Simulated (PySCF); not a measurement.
Ground-state electric properties of a mixed set of molecules.

All values: CAM-B3LYP/def2-SVPD (PySCF) at PBE0-D3(BJ)/def2-SVP geometries, gas phase, one conformer each. Core orbitals are frozen in the response; Δα² is half the sum of the squared differences of the principal polarisabilities. The calculation is non-relativistic, for gallium, germanium and arsenic too.

Task: Rank by HOMO energy, lowest first.
A. `CCC[AsH2+][GaH3-]`
B. `COB(OC)C(C)=S`
C. `[GeH3][O][GeH3]`
D. `CC#[C][AlH-]1[O+](C)[AlH2-][O+]1C`

Result: C (-9.53 eV), A (-9.06 eV), D (-8.69 eV), B (-7.58 eV).

Task: Rank by mean static polarisability, highest first.
A. `COB(OC)C(C)=S`
B. `CCC[AsH2+][GaH3-]`
C. `CC#[C][AlH-]1[O+](C)[AlH2-][O+]1C`
D. `[GeH3][O][GeH3]`

Result: C (17.51 Å³), B (16.01 Å³), A (13.63 Å³), D (9.73 Å³).

Task: Rank by dipole moment, highest first.
A. `[CH3:1][O:2][B:3]([O:4][CH3:5])[C:6]([CH3:7])=[S:8]` with C1–O2–B3–O4 180°, O2–B3–O4–C5 -3°, O2–B3–C6–C7 -137°
B. `[GeH3][O][GeH3]`
C. `[CH3:1][CH:2]([CH3:3])[AsH2+:4][GaH3-:5]` with C1–C2–As4–Ga5 179°
D. `CC#[C][AlH-]1[O+](C)[AlH2-][O+]1C`

Result: C (4.77 D), A (2.36 D), D (1.59 D), B (0.97 D).

All values together:

| SMILES | formula | μ (D) | HOMO (eV) | LUMO (eV) | α (Å³) | Δα (Å³) | electrons | α per electron (Å³) | ΔSCF removal energy (eV) |
| --- | --- | --- | --- | --- | --- | --- | --- | --- | --- |
| COB(OC)C(C)=S | C4H9BO2S | 2.36 | -7.58 | -1.18 | 13.63 | 4.65 | 70 | 0.195 | – |
| CCC[AsH2+][GaH3-] | C3H12AsGa | 4.88 | -9.06 | 0.48 | 16.01 | 5.83 | 94 | 0.170 | 9.96 |
| [GeH3][O][GeH3] | Ge2H6O | 0.97 | -9.53 | 0.53 | 9.73 | 1.97 | 78 | 0.125 | 10.32 |
| CC#[C][AlH-]1[O+](C)[AlH2-][O+]1C | C5H12Al2O2 | 1.59 | -8.69 | 0.43 | 17.51 | 5.61 | 84 | 0.208 | – |
| CC(C)[AsH2+][GaH3-] | C3H12AsGa | 4.77 | -9.05 | 0.50 | 15.84 | 4.80 | 94 | 0.169 | 9.94 |

Conformers: `[CH3:1][O:2][B:3]([O:4][CH3:5])[C:6]([CH3:7])=[S:8]` with C1–O2–B3–O4 180°, O2–B3–O4–C5 -3°, O2–B3–C6–C7 -137°; `[CH3:1][CH2:2][CH2:3][AsH2+:4][GaH3-:5]` with C1–C2–C3–As4 180°, C2–C3–As4–Ga5 -178°; `[CH3:1][CH:2]([CH3:3])[AsH2+:4][GaH3-:5]` with C1–C2–As4–Ga5 179°.

A dash marks a removal energy that wasn't run or isn't settled.
